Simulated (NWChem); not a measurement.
Molecule: GeH$_{4}$O$_{2}$; SMILES [OH][GeH2][OH]

```xyz
7

Ge     0.0000     0.0000     0.3406
O     -1.4788    -0.0461    -0.6780
O      1.4788     0.0461    -0.6780
H     -0.0967    -1.3028     1.1646
H      0.0967     1.3028     1.1646
H     -1.5622     0.7739    -1.1902
H      1.5622    -0.7739    -1.1902
```
Atoms are numbered in this order, from 1.

Program: NWChem. Pople sets run with spherical d functions. Medium grid unless said otherwise, to which SCAN and Minnesota functionals are sensitive. Coordinates come from a B3LYP/6-31G* (spherical d) optimisation. Hybrids' shares of exact exchange are those that their runs print; pure functionals count as 0. The functionals differ in more than this share.

```csv
row,share of exact exchange,orbital gap (eV)
PBE/6-31G*,0.00,6.38
"LDA (Slater exchange, PW92)/6-31G*",0.00,6.33
B3LYP/6-31G*,0.20,withheld
PW6B95/6-31G*,0.28,9.21
MN15/6-31G*,0.44,10.75
```

Task: Fit a straight line of the last column on the one before it, predict the withheld value, and compare with the run.

Result: 
1. Means of the 4 shown rows: x = 0.180, y = 8.168. Slope Σ(x − x̄)(y − ȳ)/Σ(x − x̄)² = 1.428/0.1424 = 10.03; intercept 6.362.
2. The shown rows scatter about the line by 0.030 (root mean square); the largest residual is +0.04, at PW6B95/6-31G*.
3. At x = 0.20 (B3LYP/6-31G*; inside the shown range) the line gives 8.37.
4. The run gives 8.44, +0.07 from the line, 2.3 times the scatter.
